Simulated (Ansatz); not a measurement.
# Loss of CH4: InH(CH3)Cl → InCl + CH4

Species: InH(CH3)Cl, singlet; InCl, singlet; CH4 `C`, singlet. 

Shapes, held fixed at every level: PBE0-D4/def2-TZVP. Programs: Ansatz 0.2.0. The zero-point and thermal change to 298 K, harmonic and unscaled (PBE0-D4/def2-TZVP), is +9.7 kJ/mol.

```csv
level,kind,ΔH(298 K) (kJ/mol),less CCSD(T)/def2-TZVPP
HF/def2-TZVPP,Hartree–Fock,-112.9,-23.1
SPW92/def2-TZVPP,LDA,-70.1,+19.7
PBE-D4/def2-TZVPP,GGA,-101.7,-11.9
B3LYP-D4/def2-TZVPP,global hybrid,-117.4,-27.6
r2SCAN0-D4/def2-TZVPP,global hybrid,-87.0,+2.8
CCSD(T)/def2-SVP,coupled cluster or CI,-100.4,-10.6
CCSD(T)/def2-TZVPP,coupled cluster or CI,-89.8,0.0
```

The highest level, CCSD(T)/def2-TZVPP, gives ΔH(298 K) = -89.8 kJ/mol; the levels span -117.4 to -70.1. The column of differences is taken from that level and isn't an error. No measured value is set beside it here. For atoms past krypton def2 sets carry core potentials with scalar relativity. Correlated rows may include outer-core shells of In, which these sets cover unevenly.
